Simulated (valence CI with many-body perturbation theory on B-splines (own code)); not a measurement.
# Tm⁵⁶⁺: electric-dipole lines

Level of theory: relativistic CI+MBPT: three valence electrons over a frozen Dirac-Fock core [Ne], radial functions for each j: 11 s, 11 p, 9 d, 7 f, 5 g, 2 h, 1 i, with the one-electron correlation potential Σ1 (screened to all orders), the two-electron term Σ2, the three-electron term Σ3, Breit, model QED; selected single and double excitations, second order for the rest (own B-spline code, finite nucleus).

The last digits are not significant, and no measured levels were compared; by estimate large intervals hold to a few tenths of a per cent, small ones and those within an open d or f shell to about a per cent.

Lines 201 to 250 of 256 in falling wavelength, among levels below 85.526 Ry, chosen from the strongest by gf and those to the six lowest levels. Wavelengths and rates use the calculated energies. Electric multipoles are in the length gauge, E1 and E2 with the static RPA response of the core. Weak lines are less certain than strong ones. Lines between different terms over intervals too small for the method are left out, as are lines whose strength nearly cancels. The highest levels of a list are the least certain.

Levels are named by their leading jj configuration (3d3/2^4 stands for four electrons in 3d with j = 3/2), which in mixed levels can hold well under half, so a name can repeat and another be missing. Letters in brackets count levels of one name in rising energy.

| λ vac (Å) | Upper | Lower | A (s⁻¹) | S (a.u.) |
| --- | --- | --- | --- | --- |
| 24.44 | (3s 3p3/2 3d5/2) J=3/2 [a] | (3s 3p1/2 3p3/2) J=3/2 [b] | 1.14e+11 | 3.29e-03 |
| 24.09 | (3s 3p3/2 3d3/2) J=5/2 [b] | (3s 3p1/2 3p3/2) J=3/2 [a] | 1.58e+09 | 6.52e-05 |
| 24.03 | (3s 3p3/2 3d5/2) J=5/2 [a] | (3s 3p1/2 3p3/2) J=5/2 | 6.68e+10 | 2.74e-03 |
| 23.88 | (3s 3p3/2 3d3/2) J=1/2 [b] | (3s 3p1/2 3p3/2) J=3/2 [a] | 1.08e+09 | 1.45e-05 |
| 23.63 | (3s 3p3/2 3d5/2) J=7/2 [a] | (3s 3p1/2 3p3/2) J=5/2 | 8.82e+10 | 4.59e-03 |
| 23.52 | (3s 3p3/2 3d5/2) J=3/2 [a] | (3s 3p1/2 3p3/2) J=5/2 | 1.93e+08 | 4.96e-06 |
| 23.43 | (3s 3p1/2 3d5/2) J=3/2 | (3s 3p1/2^2) J=1/2 | 2.28e+11 | 5.78e-03 |
| 23.35 | (3s 3p3/2 3d5/2) J=1/2 | (3s 3p1/2 3p3/2) J=3/2 [b] | 6.43e+10 | 8.08e-04 |
| 23.29 | (3s 3p3/2 3d5/2) J=5/2 [a] | (3s 3p1/2 3p3/2) J=3/2 [a] | 1.90e+09 | 7.12e-05 |
| 22.94 | (3s 3p3/2 3d5/2) J=3/2 [b] | (3s 3p1/2 3p3/2) J=3/2 [b] | 1.07e+08 | 2.56e-06 |
| 22.88 | (3s 3p3/2 3d5/2) J=7/2 [b] | (3s 3p1/2 3p3/2) J=5/2 | 1.21e+10 | 5.75e-04 |
| 22.84 | (3s 3p3/2 3d5/2) J=5/2 [b] | (3s 3p1/2 3p3/2) J=3/2 [b] | 3.02e+10 | 1.07e-03 |
| 22.81 | (3s 3p3/2 3d5/2) J=3/2 [a] | (3s 3p1/2 3p3/2) J=3/2 [a] | 2.96e+10 | 6.92e-04 |
| 22.13 | (3s 3p3/2 3d5/2) J=3/2 [b] | (3s 3p1/2 3p3/2) J=5/2 | 2.30e+10 | 4.92e-04 |
| 22.04 | (3s 3p3/2 3d5/2) J=5/2 [b] | (3s 3p1/2 3p3/2) J=5/2 | 1.80e+10 | 5.70e-04 |
| 21.85 | (3s 3p3/2 3d5/2) J=1/2 | (3s 3p1/2 3p3/2) J=3/2 [a] | 8.55e+08 | 8.80e-06 |
| 21.66 | (3p1/2^2 3d5/2) J=5/2 | (3s^2 3p3/2) J=3/2 | 6.06e+07 | 1.82e-06 |
| 21.50 | (3s 3p3/2 3d5/2) J=3/2 [b] | (3s 3p1/2 3p3/2) J=3/2 [a] | 1.87e+09 | 3.66e-05 |
| 21.41 | (3s 3p3/2 3d5/2) J=5/2 [b] | (3s 3p1/2 3p3/2) J=3/2 [a] | 1.15e+10 | 3.34e-04 |
| 18.32 | (3p1/2 3p3/2^2) J=3/2 | (3s 3p1/2^2) J=1/2 | 9.11e+07 | 1.11e-06 |
| 17.98 | (3s 3p3/2^2) J=1/2 | (3s^2 3p1/2) J=1/2 | 6.00e+09 | 3.44e-05 |
| 17.98 | (3p3/2^3) J=3/2 | (3s 3p1/2 3p3/2) J=3/2 [b] | 1.60e+09 | 1.83e-05 |
| 17.93 | (3p1/2 3p3/2^2) J=1/2 | (3s 3p1/2^2) J=1/2 | 4.65e+09 | 2.64e-05 |
| 17.82 | (3s 3p3/2^2) J=3/2 | (3s^2 3p1/2) J=1/2 | 1.22e+09 | 1.37e-05 |
| 17.60 | (3s 3p3/2 3d3/2) J=3/2 [a] | (3s 3p1/2^2) J=1/2 | 1.11e+09 | 1.20e-05 |
| 17.57 | (3s 3p3/2 3d3/2) J=1/2 [a] | (3s 3p1/2^2) J=1/2 | 9.30e+08 | 4.97e-06 |
| 17.47 | (3p3/2^3) J=3/2 | (3s 3p1/2 3p3/2) J=5/2 | 2.10e+09 | 2.21e-05 |
| 17.08 | (3p3/2^3) J=3/2 | (3s 3p1/2 3p3/2) J=3/2 [a] | 4.39e+08 | 4.31e-06 |
| 16.82 | (3p1/2 3p3/2 3d3/2) J=5/2 [a] | (3s^2 3p3/2) J=3/2 | 2.06e+07 | 2.90e-07 |
| 16.47 | (3s 3p3/2 3d3/2) J=1/2 [b] | (3s 3p1/2^2) J=1/2 | 1.26e+08 | 5.56e-07 |
| 16.29 | (3p1/2^2 3d3/2) J=3/2 | (3s^2 3p1/2) J=1/2 | 7.14e+07 | 6.09e-07 |
| 16.03 | (3p1/2 3p3/2 3d3/2) J=5/2 [b] | (3s^2 3p3/2) J=3/2 | 5.15e+07 | 6.28e-07 |
| 15.96 | (3p1/2 3p3/2 3d3/2) J=1/2 [b] | (3s^2 3p3/2) J=3/2 | 5.56e+07 | 2.23e-07 |
| 15.95 | (3s 3p3/2 3d5/2) J=3/2 [a] | (3s 3p1/2^2) J=1/2 | 1.02e+09 | 8.15e-06 |
| 15.48 | (3s 3p3/2 3d5/2) J=1/2 | (3s 3p1/2^2) J=1/2 | 3.43e+09 | 1.25e-05 |
| 15.30 | (3s 3p3/2 3d5/2) J=3/2 [b] | (3s 3p1/2^2) J=1/2 | 1.07e+09 | 7.55e-06 |
| 15.28 | (3s 3d3/2^2) J=5/2 | (3s^2 3p3/2) J=3/2 | 3.44e+08 | 3.63e-06 |
| 15.24 | (3p1/2 3p3/2 3d5/2) J=3/2 [a] | (3s^2 3p3/2) J=3/2 | 7.20e+07 | 5.03e-07 |
| 15.15 | (3p1/2 3p3/2 3d5/2) J=5/2 [a] | (3s^2 3p3/2) J=3/2 | 1.96e+08 | 2.01e-06 |
| 14.74 | (3p1/2 3p3/2 3d5/2) J=1/2 | (3s^2 3p3/2) J=3/2 | 4.73e+07 | 1.50e-07 |
| 14.69 | (3p1/2 3p3/2 3d5/2) J=3/2 [b] | (3s^2 3p3/2) J=3/2 | 4.27e+07 | 2.67e-07 |
| 14.38 | (3s 3d3/2 3d5/2) J=5/2 [a] | (3s^2 3p3/2) J=3/2 | 6.47e+07 | 5.70e-07 |
| 14.07 | (3s 3d3/2 3d5/2) J=5/2 [b] | (3s^2 3p3/2) J=3/2 | 2.05e+07 | 1.70e-07 |
| 14.01 | (3s 3d3/2 3d5/2) J=3/2 [b] | (3s^2 3p3/2) J=3/2 | 3.89e+08 | 2.11e-06 |
| 13.87 | (3s 3d3/2 3d5/2) J=1/2 | (3s^2 3p3/2) J=3/2 | 7.07e+08 | 1.86e-06 |
| 12.92 | (3p3/2^3) J=3/2 | (3s 3p1/2^2) J=1/2 | 1.65e+07 | 7.01e-08 |
| 12.33 | (3p1/2 3p3/2 3d3/2) J=3/2 [a] | (3s^2 3p1/2) J=1/2 | 2.37e+08 | 8.76e-07 |
| 12.30 | (3p1/2 3p3/2 3d3/2) J=1/2 [a] | (3s^2 3p1/2) J=1/2 | 1.28e+08 | 2.35e-07 |
| 12.00 | (3p1/2 3p3/2 3d3/2) J=3/2 [b] | (3s^2 3p1/2) J=1/2 | 2.28e+08 | 7.78e-07 |
| 11.54 | (3p1/2 3p3/2 3d5/2) J=3/2 [a] | (3s^2 3p1/2) J=1/2 | 1.91e+07 | 5.79e-08 |
